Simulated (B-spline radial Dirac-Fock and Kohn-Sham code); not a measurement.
What relativity does to the binding energies of Cu²⁴⁺

System: the Cu²⁴⁺ ion, configuration [He] 2s2 2p1.

Both columns are ΔSCF binding energies of the configuration average from a B-spline atomic structure program: non-relativistic Hartree-Fock with a point nucleus, and Dirac-Fock with a finite nucleus and the Coulomb interaction alone, averaged over the two j levels with weights 2j+1.

```
shell  Hartree-Fock (eV)  Dirac-Fock (eV)  shift (eV)  shift (%)
   1s            10480.0          10595.0     +115.02      +1.10
   2s             2332.4           2364.1      +31.70      +1.36
   2p             2282.9           2294.7      +11.79      +0.52
```

Relativity binds 1s, 2s, 2p more strongly, among those listed most of all 2s in relative terms.

Values without a named source are computed, but for edge energies of neutral atoms, which are taken from tables.
